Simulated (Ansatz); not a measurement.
`[TeH]C1O[SiH2]1`. Total charge 0; spin multiplicity 1. Te takes the def2 core potential. The structure was optimised at the PBE0-D4/def2-TZVP level.

```xyz
8

Te   -0.736    1.277    1.839
C    -0.819   -0.109    0.230
O    -0.757    0.435   -1.130
Si    0.562   -0.541   -0.846
H     0.918    1.403    1.818
H    -1.668   -0.775    0.372
H     0.628   -1.809   -1.601
H     1.874    0.119   -0.681
```

Question: What is the dipole moment at r2SCAN/def2-TZVPP? (Estimate.)

Answer: Computed: 2.05 D, with components (1.27, -1.60, -0.11) D in this frame, pointing from negative to positive charge.

Question: And with PBE, B3LYP, ωB97M-V? (Best estimate.)

Answer: Computed: PBE 1.90 D, B3LYP 2.11 D, ωB97M-V 2.17 D.

Question: Give the Mulliken charges with r2SCAN, B3LYP, ωB97M-V in def2-TZVPP. (An estimate is asked.)

Answer: The calculation gave: 
```
atom  r2SCAN  B3LYP  ωB97M-V
 Te1    0.07   0.12     0.10
  C2   -0.10  -0.13    -0.20
  O3   -0.38  -0.39    -0.37
 Si4    0.48   0.44     0.40
  H5   -0.03  -0.05    -0.03
  H6    0.09   0.12     0.14
  H7   -0.07  -0.06    -0.02
  H8   -0.06  -0.06    -0.02
```

B3LYP here is the variant with VWN-RPA as its local correlation; programs differ in this.
